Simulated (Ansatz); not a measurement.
Start from `BOBF` and change one atom or group to get `BOB(F)S`.

Ansatz, PBE0-D4/def2-TZVP geometries, multiplicity 1. Each molecule was computed in one conformer, which needn't be the lowest.

```
                                                                                  property  `BOBF`
                                                     HOMO–LUMO gap (B3LYP/def2-TZVPP) / eV    7.32
                                                        LUMO energy (PBE0/def2-TZVPP) / eV   -1.30
                                        size of the dipole moment (ωB97M-V/def2-TZVPP) / D    1.12
                                                     LUMO energy (ωB97M-V/def2-TZVPP) / eV    0.70
                                            size of the dipole moment (PBE/def2-TZVPP) / D    0.93
ideal-gas entropy at 298 K and 1 bar (rigid rotor, harmonic PBE0-D4/def2-TZVP) / J/(mol·K)     290
```

Question: Give the same properties after the change, and the shifts. (Best estimate.)

Answer: The calculation gave: 
```
                                                                                  property  `BOB(F)S`  shift
                                                     HOMO–LUMO gap (B3LYP/def2-TZVPP) / eV       6.30  -1.02
                                                        LUMO energy (PBE0/def2-TZVPP) / eV      -1.47  -0.17
                                        size of the dipole moment (ωB97M-V/def2-TZVPP) / D       1.69   0.57
                                                     LUMO energy (ωB97M-V/def2-TZVPP) / eV       0.50  -0.20
                                            size of the dipole moment (PBE/def2-TZVPP) / D       1.55   0.62
ideal-gas entropy at 298 K and 1 bar (rigid rotor, harmonic PBE0-D4/def2-TZVP) / J/(mol·K)        331     41
```

With PBE0 the HOMO rises by 0.79 eV and the LUMO falls by 0.17 eV, so the gap narrows by about 0.96 eV. PBE moves the HOMO by 0.51 eV and ωB97M-V by 0.98 eV. The zero-point energy changes by 3.7 kJ/mol with +3 modes. Dipoles are sizes alone; their direction can turn. Modes under 60 cm⁻¹, often nearly free rotors, make the harmonic entropy too high.

B3LYP here is the variant with VWN-RPA as its local correlation; programs differ in this.
